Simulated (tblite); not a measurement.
C7H14Ge.
Numbering: `[GeH3:1][C@@H:2]1[CH2:3][C@H:4]1[CH:5]1[CH2:6][CH2:7][CH2:8]1` (hydrogens: H9, H10, H11 on Ge1; H12 on C2; H13, H14 on C3; H15 on C4; H16 on C5; H17, H18 on C6; H19, H20 on C7; H21, H22 on C8)

Cartesian coordinates in Å at the GFN2-xTB level; atoms count from 1:
```xyz
22
C7H14Ge angstrom
Ge    -3.0911    1.0704   -0.0365
C     -1.6357   -0.0285   -0.7187
C     -1.4443   -1.4267   -0.1996
C     -0.4782   -0.3560    0.1857
C      0.9242   -0.3495   -0.3534
C      1.6570    1.0067   -0.2908
C      2.8095    0.3475    0.4817
C      2.0047   -0.9581    0.5647
H     -2.8006    2.5299   -0.1889
H     -3.2850    0.7932    1.4206
H     -4.3893    0.7971   -0.7274
H     -1.3824    0.1202   -1.7623
H     -1.1154   -2.1872   -0.8928
H     -2.1266   -1.7939    0.5548
H     -0.5454    0.0056    1.2079
H      0.9353   -0.7831   -1.3554
H      1.1141    1.7533    0.2865
H      1.9247    1.4363   -1.2537
H      3.7246    0.2563   -0.0998
H      3.0491    0.8067    1.4386
H      2.5038   -1.8418    0.1733
H      1.6365   -1.1792    1.5647
```

Computed values, GFN2-xTB/tblite, gas phase, harmonic and unscaled. Errors from tens to a few hundred cm⁻¹ against measured bands are possible. Modes of hydrogen on germanium can be 10 to 20 % off. One conformer, not necessarily the lowest.

Harmonic wavenumbers (cm⁻¹): 26.9, 42.4, 74.8, 93.7, 136.5, 232.2, 290.0, 355.5, 419.8, 497.8, 518.6, 630.1, 705.9, 780.5, 794.6, 813.8, 846.5, 856.3, 861.2, 896.5, 963.0, 976.3, 995.9, 1001.1, 1040.9, 1045.1, 1055.7, 1064.3, 1084.8, 1104.8, 1113.9, 1180.7, 1190.1, 1204.3, 1224.2, 1236.6, 1248.6, 1251.2, 1260.1, 1262.8, 1300.4, 1413.4, 1473.5, 1474.7, 1476.3, 1495.8, 1980.7, 2066.5, 2070.0, 2958.8, 2992.7, 3000.6, 3002.7, 3012.0, 3015.1, 3015.8, 3018.3, 3021.2, 3059.7, 3081.5.

A = 3588, B = 557.0, C = 511.6 MHz; mass 172.031 u (most abundant isotopes); point group C1, symmetry number 1.

Q: What is the zero-point energy?

A: Half the sum of the wavenumbers: 40154 cm⁻¹ = 480.34 kJ/mol.

Q: Entropy at 400 K, 1 bar (ideal gas, RRHO, classical rotation)?

A: Translation 179.16, rotation 129.74, vibration 177.45: S = 486.3 J/(mol K).

Q: And Cp and H(400 K) − H(0)?

A: Cp = 214.92 J/(mol K), of which vibrations give 181.66 (their classical limit is 60 R = 498.9); H(400 K) − H(0) = 48.11 kJ/mol without the zero-point energy, 34.80 from vibrations.

Q: Blend soft modes into free rotors: weight 1/[1 + (100 cm⁻¹/ν̃)⁴] for the oscillator and the rest for a rotor with moment μB/(μ + B), μ = h/(8π²ν), B = 10⁻⁴⁴ kg m². What vibrational entropy results?

A: 154.90 J/(mol K) in place of 177.45, which changes −T·S at 400 K by +9.02 kJ/mol.

Q: Which modes carry the vibrational entropy at 400 K?

A: 26.9 cm⁻¹: 27.74; 42.4 cm⁻¹: 23.96; 74.8 cm⁻¹: 19.26; 93.7 cm⁻¹: 17.40; 136.5 cm⁻¹: 14.31; 232.2 cm⁻¹: 10.05 J/(mol K); the other 54 give 64.74 together.

Q: How do the functions run with temperature in this model?

A: 
```tsv
T (K)	S (J/(mol K))	Cp (J/(mol K))	H − H(0) (kJ/mol)	G − H(0) (kJ/mol)	ln q(vib)
50	264.1	62.2	2.39	-10.82	1.18
100	312.6	79.0	5.94	-25.32	2.85
298.15	431.3	161.7	28.89	-99.70	8.24
373.15	471.9	201.3	42.52	-133.57	10.18
500	539.4	260.7	71.96	-197.73	13.52
750	662.0	343.1	148.26	-348.24	20.18
1000	768.4	395.7	241.07	-527.37	26.61
```

q(vib) and H(0) count from the zero-point level.

Hindered rotation and anharmonicity are outside this model. Other conformers, if any are populated, would add a mixing term that is left out. The structure is chiral; the term R ln 2 for an equal mix with its mirror image is left out.
